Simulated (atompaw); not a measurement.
What one change does to a pseudopotential (rubidium (Rb), PAW (atompaw))

* Element: rubidium
* Generator: atompaw 4.2.0.5
* Type: PAW
* Functional: PBE
* Relativity: scalar-relativistic
* Frozen core: [Ar] 3d10
* Valence charge: 9
* Reference configuration: 4s2 4p6 5s1 5p0
* Partial waves: 4s (bound): rc 1.90 bohr; 5s (bound): rc 3.00 bohr; 4p (bound): rc 2.00 bohr; 5p (bound, empty): rc 3.00 bohr; 4d channel at -0.15 Ry: rc 3.00 bohr; 4d channel at 2.25 Ry: rc 2.55 bohr
* Local potential: bessel scheme, radius 2.55 bohr
* Core correction: smooth core density matched at 1.60 bohr
* Augmentation charge: sinc compensation charge, radius 2.15 bohr; PAW radius 3.00 bohr; waves and projectors: custom rrkj gramschmidtortho

Change: waves 4s (bound); 5s (bound); 4p (bound); 5p (bound); 4d channel at -0.15 Ry; 4d channel at 2.25 Ry; augmentation sinc compensation charge, radius 2.15 bohr; PAW radius 3.00 bohr; waves and projectors: bloechl.

Cutoffs: the cutoffs (Ry, on a coarse ladder) from which the occupation-weighted sum of valence levels, in a spherical-Bessel basis at the reference potential, stays within 10 and 1 mRy of its value at 400 Ry; they do not see the model core or the augmentation charge, which bear on the density cutoff.

Question: What does the change do?

Answer: The potential gets softer (18 Ry and 30 Ry → 15 Ry and 21 Ry); the range in which the p phases agree widens (upper end 1.1 → at the end of the scan); neither file shows a bound ghost.

```csv
quantity,base,changed
"cutoff, loose",18 Ry,15 Ry
"cutoff, tight",30 Ry,21 Ry
loose cutoff by channel (10 mRy a level),"s 10 Ry, p 15 Ry","s 8 Ry, p 12 Ry"
bound ghosts,none,none
s: phases at 3.02 bohr within 0.05 rad from the reference energy up to (Ry; the scan ends near 5),3.9,4.2
p: phases at 3.02 bohr within 0.05 rad from the reference energy up to (Ry; the scan ends near 5),1.1,to the end of the scan
d: phases at 3.02 bohr within 0.05 rad from the reference energy up to (Ry; the scan ends near 5),to the end of the scan,to the end of the scan
lowest overlap eigenvalue by channel,"s 0.05, p 0.00, d 0.52","s 0.49, p 0.71, d 1.00"
```

 The cutoffs see the waves, projectors and local potential, not the compensation charge or the core.
